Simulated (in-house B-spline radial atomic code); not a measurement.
**RPA and G0W0 on wB97X: Ne³⁺**

Configuration [He] 2s2 2p3, highest spin, mean-field start wB97X. Computed with a B-spline radial code for spherical atoms: all electrons, scalar-relativistic (spin-free one-electron X2C), finite nucleus, each spin shell either full or empty, empty states to l = 9 with an (l + 1/2)⁻⁴ tail; G0W0 by contour deformation at full frequency.

Command:
```bash
python run_gw.py task.json out
```
Settings (radii: box in bohr, nucleus in fm):
```
Z                        10
electrons                7
configuration            [He] 2s2 2p3
hamiltonian              x2c
method                   wb97x
lmax                     9
rms_radius               3.0055
spin_polarised           True
box_radius               14.14
intervals                70
```

Time taken, with all properties: 1.1 s on 1 thread of AMD EPYC 9R14 (shared host).

Energies (hartree):

| term | value |
| --- | --- |
| mean-field total | -124.46908 |
| Hartree-Fock functional on these orbitals | -124.24695 |
| direct second order | -0.37984 |
| second-order exchange | 0.17593 |
| SOSEX correction | 0.16057 |

What is the RPA correlation energy, and what remains with SOSEX?

RPA gives -0.34128 hartree (-1.33 eV per electron); RPA + SOSEX gives -0.18071, and the second-order doubles -0.20391 hartree (no singles). SOSEX takes back 47 % of the RPA value.

Quasi-particle levels (eV):

| level | occupied | mean field | Σx - vxc | Σc | QP weight | G0W0 |
| --- | --- | --- | --- | --- | --- | --- |
| 2p up | yes | -89.66 | -8.80 | ? | ? | ? |
| 2s down | yes | -103.37 | -3.58 | -2.13 | 0.966 | -109.08 |
| 1s down | yes | -925.70 | -46.99 | 15.82 | 0.854 | -956.87 |
| 2p down | no | -68.46 | 9.02 | -3.77 | 0.969 | -63.21 |

G0W0 = mean field + (Σx - vxc) + Σc, with Σc (partial-wave tail included) taken at the quasi-particle energy. Levels of low weight are left out.

Where does G0W0 put 2p up?

At -97.27 eV, with Σc = 1.19 eV and a quasi-particle weight of 0.962. The tabulated removal energy is 97.190 ± 0.0025 eV (NIST, semi-empirical).
